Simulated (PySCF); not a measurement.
PySCF 2.14 output of an unrestricted BHandHLYP calculation on a single atom or ion in aug-cc-pwCVTZ-PP with ECP60MDF (8s8p7d4f3g, 122 functions), with a scalar-relativistic core potential:

```
SCF conv_tol = 1e-09
number electrons alpha = 10  beta = 6
    A. D. Becke.,  J. Chem. Phys. 98, 1372 (1993)
    Defined through Gaussian implementation.
cycle= 1 E= -103.97194375638  delta_E= -0.00523  |g|= 0.016  |ddm|= 0.0983
cycle= 2 E= -103.972033707361  delta_E= -9e-05  |g|= 0.00293  |ddm|= 0.0153
cycle= 3 E= -103.972036504533  delta_E= -2.8e-06  |g|= 0.00141  |ddm|= 0.00353
cycle= 4 E= -103.972037091926  delta_E= -5.87e-07  |g|= 8.34e-05  |ddm|= 0.000781
cycle= 5 E= -103.972037096896  delta_E= -4.97e-09  |g|= 7.34e-06  |ddm|= 0.000157
cycle= 6 E= -103.972037096946  delta_E= -5.09e-11  |g|= 1.11e-06  |ddm|= 1.27e-05
converged SCF energy = -103.972037096946  <S^2> = 6.0022462  2S+1 = 5.0008984
```

The run itself started from symmetry-adapted Hartree-Fock orbitals and held the occupation by maximum overlap, on a logarithmic radial grid, so the iterations belong to that start.

Question: Which element, charge and spin multiplicity is this?

Answer: Ir⁺ (iridium, charge +1), multiplicity 5; the state was [Xe] 4f14 5d7 6s1, high-spin 5F determinant.

Energies and moments cover only the electrons outside the core potential. Spin-orbit coupling, absent here, splits the open shell strongly.
